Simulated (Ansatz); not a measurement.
Isolated molecules relaxed with PBE0-D4/def2-TZVP in Ansatz; ΔE leaves out vibrations. CCSD(T)/CBS is the MP2 limit (def2-TZVPP, def2-QZVPP) plus CCSD(T) − MP2 in def2-TZVPP, frozen cores. This one scheme is used for every species. Functionals use def2-TZVPP. For Ga outer-core shells are correlated without core-valence functions, which leaves a few kJ/mol of doubt a bond. Scalar relativity is left out up to krypton. Each species was taken in one conformer, which may not be the lowest.

Reaction (cleavage of the Si–Ga bond): `FC[SiH2][GaH2]` + CH₃SH → `CS[SiH2]CF` + `[GaH3]`

| level | ΔE (kcal/mol) |
| --- | --- |
| revPBE-D4 | -8.7 |
| LC-ωPBE | -8.9 |

Task: What does CCSD(T)/CBS give? (Best estimate.)

Result: Ansatz gave: -8.9 kcal/mol. The listed levels differ from it by 0.2, 0.0 kcal/mol.

Largest T1 diagnostic among the species: 0.013.

Leaving LDA and LC-ωPBE aside and taking each functional with its dispersion term where it has one, the values, not all of them listed here, spread over 2.8 kcal/mol, from B97M-V to PBE-D4. From BLYP to BHLYP (50 % exact exchange), in def2-TZVPP and without D4, ΔE moves by −2.3 kcal/mol. In def2-TZVPP, CCSD(T) changes the Hartree–Fock value by +3.6 kcal/mol (the triples alone add +0.2 kcal/mol) and MP2 by +1.6 kcal/mol.

CCSD(T)/CBS has its own doubt, a few kJ/mol and more with outer-core shells, so smaller differences from it don't rank the levels.
